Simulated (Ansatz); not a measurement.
A nudged elastic band was laid between two geometries of a periodic cell of 19 atoms, MgC₁₈ (surface graphene monolayer, adsorbate Mg).

These are results of DFT PBE, scalar-relativistic, plane waves, PAW (Ansatz 0.2.0), not measurements. Settings: cutoff 420 eV, k mesh 2x2x1, gaussian smearing 0.05 eV, no spin polarisation.

| Property | Result |
| --- | --- |
| movable images | 7 |
| climbing image | yes |
| spring | 5.0 eV/Å² |
| optimiser | fire |
| start path | straight line |
| force threshold | 0.05 eV/Å |
| iteration limit | 34 |
| end points | relaxed |

First end point:

```xyz
19
Lattice="7.3980 0.0000 0.0000 -3.6990 6.4069 0.0000 0.0000 0.0000 11.0000" Properties=species:S:1:pos:R:3
C -0.003 0.004 0.894
C 1.235 0.728 0.894
C -1.236 2.139 0.893
C 0.001 2.863 0.894
C -2.469 4.275 0.894
C -1.232 4.999 0.895
C 2.463 0.004 0.894
C 3.700 0.728 0.894
C 1.230 2.139 0.894
C 2.468 2.863 0.893
C -0.003 4.275 0.894
C 1.234 4.999 0.893
C 4.929 0.004 0.895
C 6.167 0.728 0.894
C 3.696 2.139 0.894
C 4.934 2.863 0.893
C 2.463 4.275 0.894
C 3.701 4.999 0.893
Mg 2.371 2.170 5.063
```

Last end point:

Only the atoms that move by more than 0.05 Å are listed.
```
Mg19 4.837 2.170 5.063
```

(1) What changes between the two ends?

(2) What energy profile does the band end with?

(3) What is the geometry of the highest image?

## Answers

(1) The atom that moves furthest is Mg19, by 2.47 Å.

(2) It converged. The highest image is number 4 of 0 to 8, 0.000 eV above the ends, which have the same energy within 2 meV. The top lies less than 8 meV above the higher end, about what the thresholds resolve: that end is a shoulder or a very shallow well. By the program's own check the climbing image is of a kind that is not told: the force calls were inconclusive, a negative curvature could not be distinguished from the path's own, the only one lies far off the path, or fixed occupations may fill a level only in part (lowest curvatures found: -0.36 and -0.00 eV/Å²). Limits of this set-up: coarse k mesh, slab without dipole correction.

```csv
image,path coordinate (Å),energy (eV)
0,0.00,0.000
1,0.30,0.000
2,0.60,0.000
3,0.90,0.000
4,1.20,0.000
5,1.50,0.000
6,1.80,0.000
7,2.10,0.000
8,2.40,0.000
```

(3) 
```xyz
19
Lattice="7.3980 0.0000 0.0000 -3.6990 6.4069 0.0000 0.0000 0.0000 11.0000" Properties=species:S:1:pos:R:3
C -0.003 0.004 0.894
C 1.235 0.728 0.894
C -1.236 2.139 0.893
C 0.002 2.863 0.893
C -2.469 4.275 0.894
C -1.231 4.999 0.894
C 2.463 0.004 0.894
C 3.701 0.728 0.894
C 1.230 2.139 0.894
C 2.467 2.863 0.893
C -0.003 4.275 0.894
C 1.234 4.999 0.894
C 4.929 0.004 0.894
C 6.167 0.728 0.894
C 3.696 2.139 0.894
C 4.934 2.863 0.893
C 2.463 4.275 0.894
C 3.701 4.999 0.893
Mg 3.604 2.170 5.063
```

Run time: 5.3 min on 1 thread of Arm Neoverse V2, with other jobs on the host, peak memory 1 GiB.
